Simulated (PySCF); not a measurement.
# Computed properties of C₃H₇BF₂O, SMILES CO[C@H](C)B(F)F

C3H7BF2O, SMILES CO[C@H](C)B(F)F. Geometry optimised at B3LYP-D3(BJ)/def2-SVP. The structure was generated by enumeration; whether it is a known compound was not checked. One conformer was computed; it need not be the lowest. All values are computed for the isolated molecule unless a solvent is named; none is compared with measurement here.

**Structure.** All 36 harmonic modes at B3LYP-D3(BJ)/def2-SVP (PySCF) are real, so it is a minimum. With heavy atoms numbered as in [CH3:1][O:2][C@H:3]([CH3:4])[B:5]([F:6])[F:7], the shortest bond between them is B5–F7 at 1.317 Å and the longest C3–B5 at 1.577 Å.

**Vibrations.** The strongest infrared lines (harmonic, unscaled, degenerate partners summed) lie at 1439 cm⁻¹ (283 km/mol, B 68 %, F 21 %), 1213 cm⁻¹ (211 km/mol, H 38 %, C 23 %, O 18 %, B 13 %), 1415 cm⁻¹ (69 km/mol, H 40 %, B 33 %, C 20 %). The softest mode is at 33 cm⁻¹ and the zero-point energy is 67.4 kcal/mol.

**Electronic structure.** HF/def2-TZVP (PySCF) places the frontier levels at -11.68 and 3.19 eV, a gap of 14.87 eV, and gives a dipole moment of 2.77 D and a mean polarisability of 49.7 bohr³. PBE/def2-TZVP (PySCF) at the same geometry gives -6.07 and -0.92 eV, so its gap is 9.72 eV narrower. An orbital gap is neither the optical nor the fundamental gap.

**Excitations.** TDA-ωB97X/def2-SVPD (PySCF) has S1 at 7.37 eV (168 nm, f = 0.009, weak); the most intense of the 6 singlets computed lies at 7.90 eV (f = 0.03). T1 (TDA) is at 7.09 eV, 0.28 eV under S1. TDA-PBE/def2-SVPD (PySCF) puts S1 at 5.15 eV. No vertical singlet excitation falls in the visible range (under 3.1 eV).

**NMR.** GIAO shifts at KT2/pcSseg-1 (PySCF) (non-relativistic, atoms alike by connectivity averaged): ¹³C from 15.7 to 69.7 ppm against TMS; ¹H from 1.5 to 3.7 ppm against TMS; ¹⁹F at -109.4 ppm against CFCl3; ¹¹B at 14.6 ppm against BF3.
